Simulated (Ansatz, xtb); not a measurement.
Redistribution: C2H3Br + C2H5F → C3H6 + CH2BrF

Gas-phase species: C2H3Br `C=CBr`, singlet; C2H5F `CCF`, singlet; C3H6 (propene) `C=CC`, singlet; CH2BrF (bromofluoromethane) `FCBr`, singlet. The partners trade Br for CH3; both sit on C, so the bond types are kept.

Shapes, held fixed at every level: PBE0-D4/def2-TZVP. Programs: Ansatz 0.2.0, xtb 6.7.1. The zero-point and thermal change to 298 K, harmonic and unscaled (PBE0-D4/def2-TZVP), is +0.2 kJ/mol.

Question: Estimate the reaction enthalpy at 298 K.

Answer: From tabulated heats of formation (Active Thermochemical Tables), ΔH(298 K) = +6.8 kJ/mol. All levels lie within 4 kJ/mol, near the uncertainty of the heats themselves, so they can't be ranked here. Relativity is left out for Br. Outer-core shells of Br are correlated, in sets that cover them unevenly.

| level | kind | ΔH (kJ/mol) | computed − measured |
| --- | --- | --- | --- |
| GFN1-xTB | semi-empirical | +8.1 | +1.3 |
| HF/def2-TZVPP | Hartree–Fock | +6.3 | -0.5 |
| r2SCAN-D4/def2-TZVPP | meta-GGA | +5.8 | -1.0 |
| B3LYP-D4/def2-TZVPP | global hybrid | +5.6 | -1.3 |
| BHLYP-D4/def2-TZVPP | global hybrid | +6.7 | -0.1 |
| PBE0-D4/def2-TZVPP | global hybrid | +5.5 | -1.4 |
| wB97X-V/def2-TZVPP | range-separated hybrid | +6.9 | +0.1 |
| MP2/def2-SVP | perturbation theory | +10.1 | +3.3 |
| CCSD(T)/def2-TZVPP | coupled cluster or CI | +8.2 | +1.4 |
